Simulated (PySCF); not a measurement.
C₃H₅NOSi, SMILES C([SiH2]C=O)C#N. Heavy atoms are numbered as in [N:1]#[C:2][CH2:3][SiH2:4][CH:5]=[O:6]. Hydrogens are named by the atom that carries them.

The structure is a stationary point at B3LYP-D3(BJ)/def2-SVP. The structure was generated by enumeration, and PubChem lists no compound with its InChIKey, so it may never have been made. The values are those of a single conformer.

Level of theory: B3LYP/pcSseg-1 (PySCF).

GIAO shieldings, no solvent; atoms alike by connectivity are averaged. δ = σ(ref) − σ: ¹⁵N against NH3 (σ = 265.5 ppm); ¹³C against TMS (σ = 181.3 ppm); ²⁹Si against TMS (σ = 338.7 ppm); ¹⁷O against H2O (σ = 333.8 ppm); ¹H against TMS (σ = 31.68 ppm), references at their B3LYP-D3(BJ)/def2-TZVP geometries, non-relativistic.

Computed chemical shifts:
```
nucleus       atoms  count  δ (ppm)
-------  ----------  -----  -------
¹⁵N              N1      1    310.3
¹³C         C5 (CH)      1    245.0
¹³C              C2      1    121.0
¹³C        C3 (CH2)      1     -2.4
²⁹Si     Si4 (SiH2)      1    -51.3
¹⁷O              O6      1    946.2
¹H          H on C5      1    12.21
¹H         H on Si4      2     4.66
¹H          H on C3      2     1.93
```
